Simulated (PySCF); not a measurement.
Kr³⁺ (krypton, charge +3) across methods

[Ar] 3d10 4s2 4p3, high-spin 4S determinant. Computed with PySCF 2.14 in dyall-av2z, with no relativity, point nucleus. The B2PLYP total includes its PT2 part (frozen core); its orbital energies are those of the SCF part.

```json
{"method": "UHF", "E (hartree)": "-2749.42627", "mean ε 4s α (eV)": "-70.245", "mean ε 4s β (eV)": "-59.595", "mean ε 4p α (eV)": "-50.949", "Σ⟨r²⟩ (bohr²)": "21.47", "⟨S²⟩": "3.751"}
{"method": "PBE0", "E (hartree)": "-2750.762", "mean ε 4s α (eV)": "-62.299", "mean ε 4s β (eV)": "-57.062", "mean ε 4p α (eV)": "-46.377", "Σ⟨r²⟩ (bohr²)": "21.32", "⟨S²⟩": "3.750"}
{"method": "BHandHLYP", "E (hartree)": "-2751.072", "mean ε 4s α (eV)": "-64.963", "mean ε 4s β (eV)": "-58.653", "mean ε 4p α (eV)": "-47.860", "Σ⟨r²⟩ (bohr²)": "21.36", "⟨S²⟩": "3.750"}
{"method": "LDA", "E (hartree)": "-2747.366", "mean ε 4s α (eV)": "-59.365", "mean ε 4s β (eV)": "-56.222", "mean ε 4p α (eV)": "-44.572", "Σ⟨r²⟩ (bohr²)": "21.32", "⟨S²⟩": "3.750"}
{"method": "revPBE", "E (hartree)": "-2750.850", "mean ε 4s α (eV)": "-59.292", "mean ε 4s β (eV)": "-55.469", "mean ε 4p α (eV)": "-44.529", "Σ⟨r²⟩ (bohr²)": "21.31", "⟨S²⟩": "3.750"}
{"method": "CAM-B3LYP", "E (hartree)": "-2751.193", "mean ε 4s α (eV)": "-63.788", "mean ε 4s β (eV)": "-59.046", "mean ε 4p α (eV)": "-47.690", "Σ⟨r²⟩ (bohr²)": "21.36", "⟨S²⟩": "3.750"}
{"method": "B2PLYP", "E (hartree)": "-2750.654", "mean ε 4s α (eV)": "-65.149", "mean ε 4s β (eV)": "-58.345", "mean ε 4p α (eV)": "-47.931", "Σ⟨r²⟩ (bohr²)": "21.39", "⟨S²⟩": "3.750"}
{"method": "PBE", "E (hartree)": "-2750.670", "mean ε 4s α (eV)": "-59.316", "mean ε 4s β (eV)": "-55.686", "mean ε 4p α (eV)": "-44.546", "Σ⟨r²⟩ (bohr²)": "21.33", "⟨S²⟩": "3.750"}
{"method": "r2SCAN", "E (hartree)": "-2751.041", "mean ε 4s α (eV)": "-60.626", "mean ε 4s β (eV)": "-55.691", "mean ε 4p α (eV)": "-45.203", "Σ⟨r²⟩ (bohr²)": "21.29", "⟨S²⟩": "3.750"}
```
